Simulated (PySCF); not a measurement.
C₂H₄N, SMILES N(=C)[CH2], multiplicity 2. The structure is a stationary point at PBE0-D3(BJ)/def2-TZVP. The isomer is the one that the SMILES or the coordinates give; other isomers of the formula were not compared.

Method: PySCF with PBE0-D3(BJ)/def2-TZVP.

Harmonic wavenumbers (cm⁻¹): 369, 469, 589, 855, 879, 1108, 1180, 1288, 1314, 1491, 1549, 3045, 3056, 3215, 3217. Rotational constants (GHz): 66.50, 11.98, 10.15; symmetry number 2.

Problem. Work out the zero-point energy and the ideal-gas rigid-rotor harmonic-oscillator thermochemistry at 298.15 K and 1 atm.

Solution. ZPE = ½ Σ hcν = ½ × 23622 cm⁻¹ = 141.29 kJ/mol. H − E(el) = 153.71 kJ/mol. Entropy in J/(mol K): translation 155.38, rotation 82.99, vibration 11.68, spin 5.76, total 255.82. G − E(el) = 77.43 kJ/mol. Cp = 58.08 J/(mol K).
